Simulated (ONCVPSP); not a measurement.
**tungsten (W): variants of one ONCV potential**

Base potential:

tungsten (W), optimised norm-conserving Vanderbilt (ONCV), made with ONCVPSP 4.0.1 (PBE, scalar-relativistic). Core [Kr] 4d10 4f14, reference 5s2 5p6 5d4 6s1 (charge +1). Waves: 5s+6s: rc 1.95 bohr, ncon 3, nbas 7, qcut 6.5 1/bohr, 2 projectors; 5p: rc 1.55 bohr, ncon 4, nbas 9, qcut 8.8 1/bohr, 2 projectors, debl 0.6 Ha; 5d: rc 2.70 bohr, ncon 3, nbas 8, qcut 4.8 1/bohr, 1 projector. Local part: polynomial inside 1.25 bohr (lpopt 4, dvloc0 0 Ha). Core correction: Teter function, fcfact 2.5, rcfact 1.2.

In the p channel the program set the typed energies aside and used -1.864, 0.250 Ha.

Cutoffs, loose and tight: the cutoffs (Ha) at which the residual kinetic energy of the hardest occupied pseudo-wave falls to 1 and 0.1 mHa per electron. They do not see the model core or the augmentation charge, which bear on the density cutoff. Test errors are all-electron minus pseudo excitation energies from the reference, over the configurations 5s2 5p6 5d4 6s2; 5s2 5p6 5d4 6s0; 5s2 5p6 5d3 6s0; 5s2 5p6 5d4 6s1.5. A dash means not determined; rows that change the core or the reference have their own tests.

```tsv
change	outcome	cutoff, loose	cutoff, tight	bound ghosts	GHOST(+) flags above zero	largest test error (meV)
base	generated, projector energies reset by the program	27 Ha	32 Ha	none	d	-11
s: qcut 4.1	generated, projector energies reset by the program	27 Ha	32 Ha	none	d	-12
s: qcut 5	generated, projector energies reset by the program	27 Ha	32 Ha	none	d	-12
s: qcut 5.7	generated, projector energies reset by the program	27 Ha	32 Ha	none	d	-12
s: qcut 7.1	generated, projector energies reset by the program	27 Ha	32 Ha	none	d	-11
s: qcut 7.9	generated, projector energies reset by the program	27 Ha	32 Ha	none	d	-10
s: qcut 8.7	generated, projector energies reset by the program	27 Ha	32 Ha	none	s, d	-9.4
s: qcut 9.7	generated, projector energies reset by the program	27 Ha	32 Ha	none	d	-9.0
```

Reading the sweep of the qcut of the s channel (base included, trends over the rows without a ghost): The loose cutoff stays near 27 Ha. The median size of the test errors (rows with all tests solved) rises from 2.0 meV at 4.1 to 3.1 meV at 9.7 1/bohr.
